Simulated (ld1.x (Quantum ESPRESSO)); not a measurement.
**F, TM: configuration errors across variants**

* Element: fluorine (F)
* Generator: ld1.x (Quantum ESPRESSO) 7.5
* Type: norm-conserving Troullier–Martins (Kleinman–Bylander form)
* Functional: LDA (PZ)
* Relativity: scalar-relativistic
* Frozen core: [He]
* Valence charge: 7
* Reference configuration: 2s1 2p6
* Partial waves: 2s (bound): rc 0.50 bohr; 2p (bound): rc 1.80 bohr; 3d channel at 0.05 Ry: rc 1.85 bohr
* Local potential: the d channel
* Core correction: none

All-electron excitation energies from the reference (eV): (1) 2s2 2p5 -18.390; (2) 2s2 2p4 1.165; (3) 2s2 2p3 39.677; (4) 2s2 2p1 186.276; (5) 2s2 2p2 100.409; (6) 2s1 2p5 19.820; (7) 2s2 2p5.3 -21.116; (8) 2s1 2p6 spin -0.457; (9) 2s2 2p5 spin -18.769.

Spin tests fill each open shell by Hund’s rule, majority spin first.

Tests that are not counted but printed errors over 1 eV. “wave 2p (bound): rc 1.80 bohr becomes 2p (bound): rc 2.66 bohr”: 2s2 2p1 (converged, but collapsed or in another state, printed error +21.4 eV).

A true bound ghost makes a file unfit for plane-wave use even where its test errors are small: the radial tests pick states by their node count and pass the ghost by. Where a test does run into it, the solver fails or the error is huge.

Errors AE − PS in meV (a dash: test not solved or not reliable):

```tsv
change	(1)	(2)	(3)	(4)	(5)	(6)	(7)	(8)	(9)	bound ghosts
base	+15	+285	+1123	+7376	+3180	+42	-17	+20	+14	s
wave 2p (bound): rc 1.80 bohr becomes 2p (bound): rc 1.18 bohr	+30	+95	+304	+1957	+826	+12	+24	+13	+57	s
wave 2p (bound): rc 1.80 bohr becomes 2p (bound): rc 1.40 bohr	+32	+141	+488	+3243	+1364	+16	+20	+13	+51	s
wave 2p (bound): rc 1.80 bohr becomes 2p (bound): rc 1.76 bohr	+15	+285	+1123	+7376	+3180	+42	-17	+20	+14	s
wave 2p (bound): rc 1.80 bohr becomes 2p (bound): rc 1.96 bohr	-6.4	+375	+1550	+9959	+4366	+69	-51	+28	-18	s
wave 2p (bound): rc 1.80 bohr becomes 2p (bound): rc 2.42 bohr	-91	+628	+2799	+16995	+7732	+182	-172	+59	-129	s
wave 2p (bound): rc 1.80 bohr becomes 2p (bound): rc 2.66 bohr	-161	+792	+3639	–	+9932	+281	-265	+84	-214	s
```

(1) Give the same row for: wave 2p (bound): rc 1.80 bohr becomes 2p (bound): rc 2.22 bohr.

Results:

(1) -52, +522, +2264, +14061, +6308, +128, -117, +45, -79; bound ghosts: s.
